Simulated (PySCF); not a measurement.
Assignment exercise: C₉H₈N₂

Molfile (atoms numbered from 1):
```
C9H8N2
     RDKit          3D

 19 19  0  0  0  0  0  0  0  0999 V2000
    3.6734    0.1379   -0.5113 C   0  0  0  0  0  0  0  0  0  0  0  0
    2.3638   -0.2782   -0.1411 N   0  0  0  0  0  0  0  0  0  0  0  0
    1.3634    0.4463   -0.3915 C   0  0  0  0  0  0  0  0  0  0  0  0
    0.0155    0.0366   -0.0207 C   0  0  0  0  0  0  0  0  0  0  0  0
   -0.2078   -1.1836    0.6220 C   0  0  0  0  0  0  0  0  0  0  0  0
   -1.4879   -1.5704    0.9717 C   0  0  0  0  0  0  0  0  0  0  0  0
   -2.5675   -0.7515    0.6889 C   0  0  0  0  0  0  0  0  0  0  0  0
   -2.3541    0.4689    0.0470 C   0  0  0  0  0  0  0  0  0  0  0  0
   -3.4498    1.3151   -0.2443 C   0  0  0  0  0  0  0  0  0  0  0  0
   -4.3351    2.0038   -0.4805 N   0  0  0  0  0  0  0  0  0  0  0  0
   -1.0658    0.8620   -0.3082 C   0  0  0  0  0  0  0  0  0  0  0  0
    4.1056   -0.6319   -1.1530 H   0  0  0  0  0  0  0  0  0  0  0  0
    3.7023    1.1073   -1.0291 H   0  0  0  0  0  0  0  0  0  0  0  0
    4.2814    0.1891    0.3936 H   0  0  0  0  0  0  0  0  0  0  0  0
    1.4465    1.4205   -0.8995 H   0  0  0  0  0  0  0  0  0  0  0  0
    0.6444   -1.8100    0.8324 H   0  0  0  0  0  0  0  0  0  0  0  0
   -1.6514   -2.5163    1.4664 H   0  0  0  0  0  0  0  0  0  0  0  0
   -3.5716   -1.0453    0.9570 H   0  0  0  0  0  0  0  0  0  0  0  0
   -0.9150    1.8089   -0.8073 H   0  0  0  0  0  0  0  0  0  0  0  0
  1  2  1  0
  2  3  2  0
  3  4  1  0
  4  5  2  0
  5  6  1  0
  6  7  2  0
  7  8  1  0
  8  9  1  0
  9 10  3  0
  8 11  2  0
 11  4  1  0
  1 12  1  0
  1 13  1  0
  1 14  1  0
  3 15  1  0
  5 16  1  0
  6 17  1  0
  7 18  1  0
 11 19  1  0
M  END
```

- PBE0/pcSseg-1 with gauge-including orbitals
- GFN2-xTB structure
- code: PySCF 2.14.0 with density-fitted response routines
- relativity neglected, in vacuum, a single conformation, one averaged value for each set of equivalent atoms

Chemical shifts δ = σref − σ; ¹³C and ¹H vs TMS, all at this level.

Question: Assign these signals to the numbered atoms. ¹³C{¹H} NMR (computed): δ 163.4 (CH), 142.6 (C), 141.8 (CH), 141.6 (CH), 137.1 (CH), 134.8 (CH), 124.4 (C), 117.4 (C), 51.7 (CH3).

Answer: 
| δ (ppm) | atoms | environment | reason |
| --- | --- | --- | --- |
| 163.4 | C3 | C=N carbon | – |
| 142.6 | C4 | substituted aromatic carbon | – |
| 141.8 | C11 | aromatic CH | – |
| 141.6 | C7 | aromatic CH | – |
| 137.1 | C5 | aromatic CH | the aromatic region |
| 134.8 | C6 | aromatic CH | – |
| 124.4 | C9 | nitrile carbon | this is the usual window of a C≡N carbon, which has no attached hydrogen |
| 117.4 | C8 | substituted aromatic carbon | – |
| 51.7 | C1 | methyl carbon bonded to N | deshielded by the electronegative neighbour |

C4 and C11; C11 and C7 lie closer than the usual error of such a calculation, so a measured spectrum could show them in the other order.

Question: Assign these signals to the numbered atoms. ¹H NMR (400 MHz, computed): δ 8.98 (d, 1H), 8.35 (s, 1H), 7.96 (m, 1H), 7.86 (s, 1H), 7.82 (m, 1H), 4.00 (s, 3H).

Answer: 
```tsv
δ (ppm)	atoms	environment	reason
8.98	H16	hydrogen on an aromatic CH	the ring current deshields protons in the ring plane
8.35	H15	hydrogen on a C=N carbon	–
7.96	H18	hydrogen on an aromatic CH	ring-current deshielding
7.86	H19	hydrogen on an aromatic CH	–
7.82	H17	hydrogen on an aromatic CH	–
4.00	H12/H13/H14	hydrogen on a methyl carbon bonded to N	its carbon carries N, which withdraws density
```

H18 and H19; H19 and H17 lie closer than the usual error of such a calculation, so a measured spectrum could show them in the other order.

Shifts are as computed. Against solution values, carbons near 30 ppm lie about +3 ppm off and those near 130 ppm about +5 ppm. Of 1211 compounds with measured shifts, 218 miss one by over three times the rms of a fit or turn the order of signals round; such compounds aren't used in these exercises. Multiplicities follow the n + 1 count of equivalent neighbours, as no J values were calculated; m marks all less simple cases, F and P coupling included.
